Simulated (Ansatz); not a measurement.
Species: C2HClF2, net charge 0, singlet state. 
Geometry from a B3LYP-D3(BJ)/def2-TZVP (Ansatz, a quantum-chemistry and plane-wave program) optimisation:
SMILES: FC(F)=CCl
```xyz
6

C      0.4934    -0.5969     0.0116
C     -0.7993    -0.3316     0.0744
F     -1.7238    -1.2674     0.2000
F     -1.3440     0.8633     0.0232
Cl     1.6824     0.6366    -0.1521
H      0.8441    -1.6141     0.0623
```

Computed values are from Ansatz. Cores are frozen in the correlated levels unless marked. Open shells are spin-unrestricted. Spin-orbit coupling is left out. No relativistic terms. CBS marks a two-point X^-3 extrapolation of the correlation energy; Hartree-Fock from the larger set. The bracket is a focal-point correction in the basis named.

Q: What is the total energy at CCSD(T)/CBS(cc-pV(T+d)Z,cc-pV(Q+d)Z)?

A: -736.0065 Eh.

Q: What is the T1 diagnostic at CCSD/cc-pV(Q+d)Z?

A: 0.012.

Q: What is the dipole moment at CCSD(T)/aug-cc-pV(D+d)Z?

A: 1.08 D.

Q: What is the vertical ionisation energy (to the doublet) at RI-MP2/CBS(aug-cc-pV(T+d)Z,aug-cc-pV(Q+d)Z)+[CCSD(T)-MP2]/aug-cc-pV(T+d)Z?

A: 10.27 eV.

Q: What is the vertical triplet-singlet gap at RI-MP2/CBS(aug-cc-pV(T+d)Z,aug-cc-pV(Q+d)Z)+[CCSD(T)-MP2]/aug-cc-pV(T+d)Z?

A: 4.76 eV.
